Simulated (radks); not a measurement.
Results of a calculation; reference values are marked as such.
Question: All-electron atom: the iridium ion Ir70+ in [He] 2s2 2p2.5 3s0.5 (fractional occupations, a model configuration). Level of theory: scalar-relativistic Kohn-Sham, r2SCAN, spin-unpolarised, spherical densities, finite nucleus; meta-GGA in the generalised Kohn-Sham scheme; Fermi nuclear charge, rms radius 5.4032 fm (a radial shooting solver on a logarithmic mesh with Libxc functionals). Some entries of the table are withheld. Estimate them.

orbital  occ.  eigenvalue (eV)  <1/r> (bohr^-1)
1s          2              (1)              (2)
2s          2              (3)            22.34
2p        2.5        -18562.25              (4)
3s        0.5        -8498.749              (5)

Answer: 
(1) 1s eigenvalue (eV): -83942.64
(2) 1s <1/r> (bohr^-1): 92.33
(3) 2s eigenvalue (eV): -20199.18
(4) 2p <1/r> (bohr^-1): 20.00
(5) 3s <1/r> (bohr^-1): 9.256
